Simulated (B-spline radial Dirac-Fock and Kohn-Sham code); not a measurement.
## X-ray lines that fill the 1s vacancy in Nd⁶⁺

System: neodymium as Nd⁶⁺ in the configuration 1s2 2s2 2p6 3s2 3p6 3d10 4s2 4p6 4d10 4f2 5s2 5p4.

Method: independent-particle radiative and Coulomb Auger rates from relativistic LDA hole-state orbitals, with Dirac-Fock energies. Computed with a radial finite-basis atomic code.

| line | multipole | energy (eV) | rate (s⁻¹) | share (%) |
| --- | --- | --- | --- | --- |
| Kα2 (K-L2) | E1 | 36844.0 | 6.79e+15 | 28.7 |
| Kα1 (K-L3) | E1 | 37357.7 | 1.24e+16 | 52.3 |
| Kβ3 (K-M2) | E1 | 42159.9 | 1.20e+15 | 5.10 |
| Kβ1 (K-M3) | E1 | 42264.4 | 2.34e+15 | 9.91 |
| Kβ5'' (K-M4) | E2 | 42564.7 | 1.60e+13 | 0.0677 |
| Kβ5' (K-M5) | E2 | 42586.6 | 2.14e+13 | 0.0906 |
| Kβ2'' (K-N2) | E1 | 43310.2 | 2.66e+14 | 1.13 |
| Kβ2' (K-N3) | E1 | – | 5.20e+14 | 2.20 |
| K-N5 | E2 | 43451.1 | 4.86e+12 | 0.0205 |
| K-O2 | E1 | 43564.0 | 3.53e+13 | 0.149 |
| K-O3 | E1 | 43568.3 | 6.99e+13 | 0.296 |

The listed lines hold 100.0 % of the radiative rate. A dash stands for an energy that rests on an unreliable hole state. The radiative width is 15.6 eV in the length form and 15.9 eV in the velocity form; the two differ because the transition energies are not eigenvalue differences of the potential that gave the orbitals. Kα2/Kα1 is 0.549 and Kβ/Kα is 0.234.
